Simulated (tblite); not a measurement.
Compound: C4H7F2O2Si (doublet state).
SMILES with atom numbers: `[CH3:1][C@@H:2]1[O:3][SiH2:4][O:5][C@@H:6]1[C:7]([F:8])[F:9]` (hydrogens: H10, H11, H12 on C1; H13 on C2; H14, H15 on Si4; H16 on C6)

The geometry is computed with GFN2-xTB (gas phase). This method treats the open shell by occupation alone, without spin polarisation.

Q: Give the optimised bond lengths and angles.

A: 
```csv
bond,length (bohr),order
C1–C2,2.868,single
C2–O3,2.632,single
O3–Si4,3.099,single
Si4–O5,3.116,single
O5–C6,2.628,single
C6–C7,2.802,single
"C7–F8, C7–F9",2.534,single
C2–C6,2.995,single
"C1–H10, C1–H11, C1–H12",2.054,single
C2–H13,2.077,single
Si4–H14,2.743,single
Si4–H15,2.739,single
C6–H16,2.071,single
```

Bonds in one row agree within 0.02 bohr and their mean is given. Orders are formal, as drawn. A selection of angles:
```csv
angle,degrees
C1–C2–O3,111.0
C1–C2–C6,115.0
O3–C2–C6,106.2
C2–O3–Si4,112.8
O3–Si4–O5,95.9
Si4–O5–C6,112.1
O5–C6–C7,110.1
C2–C6–O5,106.0
C2–C6–C7,113.6
C6–C7–F8,117.9
C6–C7–F9,118.7
F8–C7–F9,109.3
```

Torsions: C1–C2–O3–Si4 -145° (anticlinal); C2–O3–Si4–O5 6° (synperiplanar); O3–Si4–O5–C6 12° (synperiplanar); Si4–O5–C6–C7 99° (anticlinal); O5–C6–C7–F8 164° (antiperiplanar); C1–C2–C6–O5 151° (antiperiplanar).

The C–C distances run from 1.483 Å (C6–C7, drawn single) to 1.585 Å (C2–C6, drawn single), a spread of 0.102 Å. O5 (oxygen bonded to C and Si) is bent (angle 112.1°). Si4 (silicon bonded to 2 O and 2 H) has angles from 95.9° to 119.1°. C7 (carbon bonded to C and 2 F) is pyramidal (angles 118.7°, 117.9° and 109.3°, sum 345.9°, 0.30 Å off the plane of its three neighbours). Of the pairs four or more bonds apart, Si4···F9 is among the closest relative to their van der Waals radii: 3.32 Å, 93 % of the sum of Bondi's values. O3 (oxygen bonded to C and Si) is bent (angle 112.8°). The 5-membered ring C2–O3–Si4–O5–C6 has internal angles of 95.9° to 112.8° (sum 533°, against 540° for a flat polygon); it is puckered, 0.11 Å rms from its mean plane, widest ring torsion 27°.

Point group: C1 (no symmetry element, even within 0.4 Å). Its GFN2-xTB frequencies are all real (lowest 62 cm⁻¹). 3 starts were optimised and ended at 0.00, 0.18 and 1.36 kcal/mol (GFN2-xTB); the lowest of these is shown.

One conformer stands for the species.
